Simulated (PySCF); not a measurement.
Question: Give a PBE0-D3(BJ)/def2-SVP geometry of `P(BC#C)[SiH3]`.

Answer: 
```xyz
11
C2H6BPSi angstrom
C      3.308   -0.397   -0.007
C      2.187   -0.011   -0.296
B      0.783    0.433   -0.632
P     -0.433    0.965    0.693
Si    -2.310   -0.115    0.087
H      4.298   -0.736    0.238
H      0.437    0.558   -1.783
H     -0.015    0.247    1.847
H     -2.138   -1.592   -0.063
H     -3.356    0.146    1.119
H     -2.722    0.477   -1.219
```

Orientation and origin are arbitrary. Atoms count from 1 in this order. P4 (three-coordinate phosphorus) is pyramidal (angles 103.9°, 102.8° and 102.4°, sum 309.0°, 0.76 Å off the plane of its three neighbours). B3 (three-coordinate boron) is planar (angles 121.9°, 120.5° and 117.3°, sum 359.7°, 0.04 Å off the plane of its three neighbours). Si5 (SiH3 silicon) is distorted tetrahedral (angles from 106.0° to 113.9°).

Bonds between heavy atoms (Å): C1≡C2 1.220, C2–B3 1.510, B3–P4 1.875, P4–Si5 2.249.

The calculation used PBE0-D3(BJ)/def2-SVP geometry optimisation, gas phase in PySCF.

Point group: C1 (no symmetry element, even within 0.4 Å). Not checked by PBE0-D3(BJ)/def2-SVP frequencies. One conformer, not necessarily the lowest (C2–B3–P4–Si5 -135°).

On one thread, Intel Xeon Platinum 8259CL at 2.50 GHz (x86_64), shared host with 96 logical CPUs at a one-minute load of 49, this took 50 s and 0.45 GiB of memory at its peak. This is the geometry optimisation.
